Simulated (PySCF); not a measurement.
Mo(O)(NH)(OH)2 (H3MoNO3), SMILES [NH]=[Mo](=[O])([OH])[OH], multiplicity 1.

Coordinates come from a r2SCAN-D4/def2-SVP optimisation. The multiplicity is an assumed one; no other spin state was optimised. The structure was generated by enumeration; whether it is a known compound was not checked. The def2 effective core potentials stand for the cores of Mo; spin–orbit coupling is left out. The values are those of a single conformer.

Method: ωB97X/def2-TZVP (PySCF).

Symmetry labels are those of the subgroup Cs that the program uses (full group Cs).

**Question.** List the valence orbital energies around the gap with their symmetry. (An estimate is asked for; the answer gives what the named calculation found.)

**Answer.** 
```csv
orbital,symmetry,energy (eV)
HOMO−7,A',-14.25
HOMO−6,A',-13.93
HOMO−5,A',-13.23
HOMO−4,A",-12.27
HOMO−3,A',-11.96
HOMO−2,A",-11.92
HOMO−1,A",-11.32
HOMO,A',-10.76
LUMO,A',0.29
LUMO+1,A",0.39
LUMO+2,A',1.42
LUMO+3,A",1.64
```
